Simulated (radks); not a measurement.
Results of a calculation; reference values are marked as such.
Gd XXVIII, configuration [Kr] 4d1 (the NIST ground configuration).

Code: a radial shooting solver on a logarithmic mesh with Libxc functionals. Model: scalar-relativistic Kohn-Sham, exchange-only LDA, spin-polarised, spherical densities, point nucleus; open shells are filled with parallel spins first (spin-orbit coupling, left out, can overturn this in heavy ions).

Energy parts (hartree):
total: -10909.2760
kinetic: 11743.3106
electron-nucleus: -25342.0510
Hartree: 2891.6124
exchange: -202.1479

Orbitals (lengths in bohr, moments of r in powers of bohr; r(max) is where P^2 peaks; r(90%) holds 90 % of the orbital's charge):
orbital  occ.  eigenvalue (hartree)   r(max)  r(90%)      <r^4>      <r>
1s up       1             -1872.969  0.01393  0.0396  1.143e-06  0.02192
1s down     1             -1872.968  0.01393  0.0396  1.143e-06  0.02192
2s up       1             -337.2141  0.07905   0.144  0.0001813  0.09329
2s down     1             -337.1827  0.07905   0.144  0.0001813  0.09328
2p up       3             -303.9116  0.06395   0.134  0.0001352  0.08234
2p down     3             -303.8858  0.06395   0.134  0.0001352  0.08234
3s up       1             -99.55672   0.2235   0.355   0.006773   0.2427
3s down     1             -99.53369   0.2235   0.355   0.006765   0.2426
3p up       3             -89.23575   0.2190   0.359   0.007008   0.2406
3p down     3             -89.21138   0.2190   0.359   0.006999   0.2406
3d up       5             -75.79959   0.1784   0.339   0.005434   0.2180
3d down     5             -75.76948   0.1784   0.338   0.005426   0.2180
4s up       1             -42.30423   0.4920   0.718     0.1163   0.5072
4s down     1             -42.20913   0.4919   0.718     0.1164   0.5073
4p up       3             -38.55191   0.5057   0.746     0.1341   0.5222
4p down     3             -38.45751   0.5056   0.746     0.1343   0.5223
4d up       1             -33.50169   0.5051   0.770     0.1493   0.5286
4d down     0             -33.40804   0.5050   0.771     0.1495   0.5287

The highest occupied level is 4d up at -911.63 eV. Summed over all electrons, <r^2> = 3.910 bohr^2, which gives a Langevin (diamagnetic) susceptibility term of -3.1 x 10^-6 cm^3/mol.
